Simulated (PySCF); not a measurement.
# What a mistake does to a calculation on B2CH5O anion

Calculated results; nothing here was measured. The program is PySCF 2.14.0, an open-source quantum chemistry code, run on an isolated molecule that a program drew, which may never have been made. The molecule is B2CH5O anion (charge -1, singlet), drawn as the SMILES string `[BH3-]C=BO`.

Each row is a Hartree-Fock (HF) and frozen-core CCSD(T) single point in the aug-cc-pVDZ basis, meant for a local HF minimum. Run 1 is clean. Each other run has one planted mistake out of seven kinds, and not every kind appears here: one electron removed, one electron added, multiplicity raised by two, geometry at a saddle point, minimal basis STO-3G, one bond length entered in bohr, all coordinates scaled. The reference is restricted for singlets and unrestricted otherwise, and also for a bond in bohr. Adding or removing an electron swaps singlet and doublet. Electrons count all cores. HOMO and LUMO are orbital energies over both spins, the gradient is its largest component, and the lowest frequency (negative if imaginary) is given only where the gradient is small. Bond lengths are over the 8 bonds as drawn. T1 is the CCSD diagnostic: over 0.02 (restricted) or 0.045 (unrestricted) a single reference is doubtful.

Geometry of the clean run:
```xyz
9
B2CH5O anion, angstrom
B     0.4365   -2.6772    1.0136
C    -0.6530   -1.5020    1.4977
B    -0.8636   -0.4293    0.6610
O    -1.0075    0.5934   -0.2049
H    -0.1250   -3.7884    0.9121
H     0.9292   -2.3756   -0.0994
H     1.3661   -2.7753    1.8442
H    -1.1583   -1.6009    2.4539
H    -0.3448    1.2533   -0.0863
```

```
run,electrons,basis functions,<S^2>,HOMO (eV),LUMO (eV),gradient (hartree/bohr),lowest frequency (cm^-1),mean bond (Å),longest bond (Å),T1,HF (hartree),CCSD(T) (hartree),mistake
1,30,137,0.000,-2.72,3.33,1.8e-05,106,1.2726,1.674,0.0151,-165.00162,-165.60765,no fault
2,30,137,0.000,-2.40,3.56,4.6e-02,-,1.4588,3.164,0.0195,-164.90554,-165.51133,one bond length entered in bohr
3,30,25,0.000,0.54,15.06,4.8e-02,-,1.2726,1.674,0.0137,-162.72543,-162.96704,minimal basis STO-3G
4,30,137,2.008,-0.01,3.25,9.8e-02,-,1.2726,1.674,0.0327,-164.94463,-165.51735,multiplicity raised by two
5,29,137,0.758,-10.11,-0.38,7.4e-02,-,1.2726,1.674,0.0307,-164.94867,-165.51251,?
6,30,137,0.000,-2.91,3.32,5.1e-02,-,1.3731,1.806,0.0174,-164.95901,-165.58260,?
```

**Which mistake was planted in run 5, and what did it cost?**

It counts 29 electrons, one fewer than the clean run, at the same geometry and basis. So the mistake is: one electron removed. Subtracting run 1 and multiplying by 627.51 kcal/mol a hartree, the energy moved by 33.2 kcal/mol in HF and 59.7 kcal/mol in CCSD(T).

**Which mistake was planted in run 6, and what did it cost?**

The mean and the longest bond both change by the same factor, 1.079, and the gradient is no longer small. So the mistake is: all coordinates scaled. Subtracting run 1 and multiplying by 627.51 kcal/mol a hartree, the energy moved by 26.7 kcal/mol in HF and 15.7 kcal/mol in CCSD(T).

Cautions from the logs. Run 3: the HOMO is above zero, so the electron isn't bound and the energy depends on the basis.
